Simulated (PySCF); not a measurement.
## Computed properties of Zn(H)(SMe) (CH4SZn), SMILES C[S][ZnH]

Zn(H)(SMe) (CH4SZn), SMILES C[S][ZnH]. Coordinates come from a PBE0-D3(BJ)/def2-SVP optimisation. One conformer was computed; it need not be the lowest. All values are computed for the isolated molecule unless a solvent is named; none is compared with measurement here.

**Structure.** The optimised structure has Cs symmetry. All 15 harmonic modes at PBE0-D3(BJ)/def2-SVP (PySCF) are real, so it is a minimum. With heavy atoms numbered as in [ZnH:1][S:3][CH3:4], the shortest bond between them is S3–C4 at 1.830 Å and the longest Zn1–S3 at 2.182 Å.

**Vibrations.** The strongest infrared lines (harmonic, unscaled, degenerate partners summed) lie at 1874 cm⁻¹ (164 km/mol, H 98 %), 428 cm⁻¹ (86 km/mol, H 94 %), 436 cm⁻¹ (79 km/mol, H 83 %, S 9 %). The softest mode is at 113 cm⁻¹ and the zero-point energy is 28.1 kcal/mol.

**Electronic structure.** PBE0/def2-TZVPD (PySCF) places the frontier levels at -6.69 and -0.98 eV, a gap of 5.71 eV, and gives a dipole moment of 1.45 D and a mean polarisability of 62.6 bohr³.

**Excitations.** TDDFT-M06-2X/def2-SVPD (PySCF) has S1 at 4.44 eV (279 nm, f = 0.000, dark); the most intense of the 10 singlets computed lies at 6.61 eV (f = 0.35). T1 (TDA) is at 4.30 eV. No vertical singlet excitation falls in the visible range (under 3.1 eV).

**NMR.** GIAO shifts at PBE0/pcSseg-1 (PySCF) (non-relativistic, atoms alike by connectivity averaged): ¹³C at 11.1 ppm against TMS; ¹H from 2.2 to 5.1 ppm against TMS.
